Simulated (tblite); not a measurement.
Compound: C₃H₁₂GeOSi.
Atom-mapped SMILES: `[CH3:1][CH2:2][O:3][Ge@H:4]([CH3:5])[SiH3:6]` (hydrogens: H7, H8, H9 on C1; H10, H11 on C2; H12 on Ge4; H13, H14, H15 on C5; H16, H17, H18 on Si6)

Computed with GFN2-xTB (tblite), gas phase: L-BFGS steps from a force-field or distance-geometry start until the largest atomic force falls under 0.01 eV/Å.

Geometry at step 1:
```
atom  x, y, z in Å
C1      3.0716    0.0675   -0.3708
C2      1.6744   -0.2578    0.1399
O3      0.7097    0.3575   -0.6821
Ge4    -0.9288   -0.0456   -0.0447
C5     -1.6274   -1.5744   -1.0576
Si6    -2.3039    1.8089   -0.1534
H7      3.7162   -0.7683   -0.0756
H8      3.4295    1.0388    0.0282
H9      3.0022    0.0579   -1.4664
H10     1.5075   -1.3563    0.0884
H11     1.5738    0.0812    1.1911
H12    -0.8206   -0.4942    1.4463
H13    -0.8076   -2.1917   -1.4308
H14    -2.1788   -1.2163   -1.9354
H15    -2.3147   -2.1258   -0.4033
H16    -3.6322    1.5166    0.4190
H17    -2.4696    2.2327   -1.5432
H18    -1.6103    2.8759    0.5740
```

**Question.** What forces act on the atoms?

**Answer.** 
```tsv
atom	Fx (eV/Å)	Fy (eV/Å)	Fz (eV/Å)
C1	-0.044	-0.241	-0.074
C2	0.352	-0.204	0.033
O3	-0.319	-0.012	0.690
Ge4	-0.646	0.333	0.033
C5	-0.101	-0.223	-0.202
Si6	-0.044	0.377	-0.042
H7	0.166	0.504	0.036
H8	-0.159	-0.731	-0.481
H9	0.261	0.319	0.330
H10	0.228	0.341	0.267
H11	0.013	-0.265	-0.318
H12	0.321	-0.060	-0.232
H13	-0.303	-0.189	0.195
H14	0.075	-0.123	0.257
H15	0.312	-0.083	-0.456
H16	0.230	0.107	-0.062
H17	-0.102	0.051	-0.002
H18	-0.238	0.099	0.026
```

The largest, 0.89 eV/Å, acts on H8; the rms over all components is 0.280 eV/Å. The forces sum to zero within rounding, as they must for an isolated molecule in no field.

**Question.** Give the force on H8 in Eh/bohr and in nN.

**Answer.** 0.889 eV/Å ÷ 51.422 = 0.01730 Eh/bohr, and 0.889 eV/Å × 1.602 = 1.42 nN.

**Question.** How far is this geometry from the end of the optimisation?

**Answer.** 0.433 eV above it, and 0.546 Å rms away after alignment. The bonds farthest from their final lengths, with half the difference of the two atoms' forces along the bond (positive lengthens):

```csv
bond,now (Å),final (Å),force along bond (eV/Å)
Ge4–Si6,2.311,2.346,-0.16
Ge4–C5,1.962,1.997,+0.18
C1–H8,1.109,1.087,-0.31
O3–Ge4,1.804,1.784,-0.01
C2–H10,1.112,1.098,-0.27
Ge4–H12,1.561,1.547,-0.04
```

The angle farthest from its final value is C2–O3–Ge4, 108.6° against 126.6°.

Of the 6 listed bonds off by 0.010 Å or more, this force points towards the final length in 5.

What follows is the cost of the whole relaxation. The run took 0.78 s wall on an Arm Neoverse V2 with one thread, shared host.
